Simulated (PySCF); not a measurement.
## Two-component Hartree-Fock for Pr²³⁺ (praseodymium, charge +23)

Start: [Kr]. Calculated with PySCF 2.14 in an even-tempered Gaussian basis (17 s from 1.7 bohr⁻², ratio 2.8; 14 p from 2.2 bohr⁻², ratio 2.8; 9 d from 3.8 bohr⁻², ratio 2.8; 4 f from 13 bohr⁻², ratio 3): generalised Hartree-Fock with the X2C-1e Hamiltonian and a Gaussian nucleus; spin-orbit coupling (SO) screened by Boettger's factors.

```
spinor shell  electrons  ε, screened SO (eV)  weight of nominal j (screened SO)  rms radius, screened SO (bohr)
       1s1/2          2             -42878.1                              1.000                          0.0275
       2s1/2          2              -7586.2                              1.000                           0.111
       2p1/2          2              -7194.5                              1.000                          0.0958
       2p3/2          4              -6707.9                              1.000                           0.102
       3s1/2          2              -2193.6                              1.000                           0.288
       3p1/2          2              -2027.3                              1.000                           0.279
       3d3/2          4              -1639.9                              1.000                           0.262
       3d5/2          6              -1618.3                              1.000                           0.266
       4s1/2          2              -902.32                              1.000                           0.613
       4p1/2          2              -829.08                              1.000                           0.627
       4p3/2          4              -801.42                              1.000                           0.650
```

Question: Where does 3p3/2 lie, and what is the 3p spin-orbit splitting (screened SO)?

Answer: At -1926.5 eV, 100.81 eV above 3p1/2.

| quantity | screened SO |
| --- | --- |
| E (hartree) | -9003.13965 |
| M_J | 0 |
| ⟨J²⟩ | 0.000 |
| ⟨L²⟩ | 0.030 |
| ⟨S²⟩ | 0.030 |

Breit and QED terms are absent; they matter most for the inner s and p1/2 levels.

Densities and radii are taken from the X2C orbitals without a picture-change correction, which distorts them close to the nucleus.
